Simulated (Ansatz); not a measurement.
Two members of one family (InAs nanocrystals, H-capped) that differ in charge, which shifts all levels, computed with Ansatz in the gas phase; def2 core potentials for In, no spin–orbit coupling. Levels of anions in sets without diffuse functions are rough. The structures are stationary points that may keep the symmetry of their start.

First: In4As4H14, cut from wurtzite (singlet, charge 0, PBE-D4/def2-SVP geometry).

```tsv
atom	x (Å)	y (Å)	z (Å)
In1	2.5845	-1.1178	1.2488
As2	1.1776	1.1741	2.0377
In3	0.9632	-0.1339	-2.9234
As4	0.8791	-1.7089	-0.7449
As5	-0.2640	2.0367	-1.6453
In6	-1.0785	2.0932	0.9114
In7	-1.5284	-2.6754	-0.0351
As8	-2.4597	-0.2089	0.9143
H9	4.0608	-0.4416	0.6287
H10	2.3453	-2.1753	2.6084
H11	2.0836	2.4031	2.0923
H12	0.8587	1.1571	3.5319
H13	2.5707	0.4701	-3.1963
H14	-0.2449	-0.6047	-4.0818
H15	1.5320	-2.9804	-1.2992
H16	0.5573	3.3165	-1.7929
H17	-1.4751	2.5457	-2.4264
H18	-1.8188	3.5328	1.5385
H19	-1.4203	-3.6086	1.4277
H20	-2.5359	-2.9295	-1.4300
H21	-2.9858	-0.3142	2.3457
H22	-3.8015	0.1698	0.2899
```

```json
{"level": "PBE-D4/def2-SVP", "HOMO (eV)": "-5.93", "LUMO (eV)": "-2.09", "gap (eV)": "3.84"}
{"level": "PBE-D4/def2-TZVP", "HOMO (eV)": "-6.00", "LUMO (eV)": "-2.19", "gap (eV)": "3.80"}
{"level": "r2SCAN-D4/def2-TZVP", "HOMO (eV)": "-6.22", "LUMO (eV)": "-1.96", "gap (eV)": "4.26"}
{"level": "PBE0-D4/def2-SVP", "HOMO (eV)": "-6.91", "LUMO (eV)": "-1.35", "gap (eV)": "5.56"}
{"level": "PBE0-D4/def2-TZVP", "HOMO (eV)": "-6.95", "LUMO (eV)": "-1.45", "gap (eV)": "5.51"}
```

Second: In5As4H16⁻, cut from zinc blende (singlet, charge -1, PBE-D4/def2-SVP geometry).

```xyz
25

In   -2.186   -2.417    0.859
In   -2.767    1.920   -0.103
In    0.659    0.697    2.740
In    2.646   -2.050   -0.395
In    2.066    2.288   -1.359
As   -1.730    0.121    1.590
As   -0.014   -2.580   -0.811
As   -0.615    1.917   -1.806
As    2.246    0.423    0.557
H    -3.602   -2.563   -0.168
H    -1.832   -3.539    2.157
H    -4.114    1.267   -1.018
H    -2.779    3.530    0.590
H     1.047   -0.594    3.864
H     0.648    2.390    3.199
H     3.125   -3.164    0.870
H     3.395   -2.032   -1.982
H     2.181    3.908   -0.701
H     2.880    1.799   -2.834
H    -2.694    0.255    2.779
H    -0.100   -3.932   -1.532
H    -0.391   -1.761   -2.047
H    -0.997    2.783   -3.015
H    -0.708    0.596   -2.572
H     3.633    0.737    1.137
```

Q: Estimate the same table for the second.

A: 
```
              level  HOMO (eV)  LUMO (eV)  gap (eV)
    PBE-D4/def2-SVP      -2.94       1.20      4.13
   PBE-D4/def2-TZVP      -3.05       1.04      4.08
r2SCAN-D4/def2-TZVP      -3.27       1.31      4.58
   PBE0-D4/def2-SVP      -3.92       1.86      5.78
  PBE0-D4/def2-TZVP      -4.00       1.69      5.69
```
